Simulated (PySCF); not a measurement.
# Working with the constants of MgBi

ROHF-CCSD(T) constants of MgBi, ⁴Σ⁻ (quartet), unpaired electrons σ ↑, π ↑↑ (basis Mg cc-pVDZ, Bi cc-pVDZ-PP with ECP60; scalar-relativistic core potentials; PySCF 2.14; masses 23.9850 and 208.9804 u):

| Item | Value |
| --- | --- |
| ωe | 140.4 cm⁻¹ |
| ωexe | 2.85 cm⁻¹ |
| Be | 0.084121 cm⁻¹ |
| αe | 0.00130 cm⁻¹ |
| D (centrifugal) | 1.21e-07 cm⁻¹ |
| De to Mg + Bi | 0.134 eV |

Q: Give the vibrational terms G(v) and spacings up to v = 3.

A: G(v) = ωe(v+½) − ωexe(v+½)².

```tsv
v	G(v) (cm⁻¹)	G(v) − G(v−1)	Bv (cm⁻¹)
0	69		0.08347
1	204	135	0.08217
2	333	129	0.08087
3	456	123	0.07957
```

Q: How well does the Morse estimate ωe²/(4ωexe) reproduce De, and what is D0?

A: It gives 0.214 eV, 160 % of the computed De. D0 = De − G(0) = 0.134 − 0.009 = 0.125 eV.

Correlated steps freeze 5 core orbitals. The bond is weak. Basis-set superposition, not corrected here, can be much of De in a small basis, most of all at correlated wavefunction levels. These are scalar-relativistic numbers at best; spin–orbit coupling would shift them, the dissociation energy most. The state was picked by a PBE0 search and need not be the measured ground state.
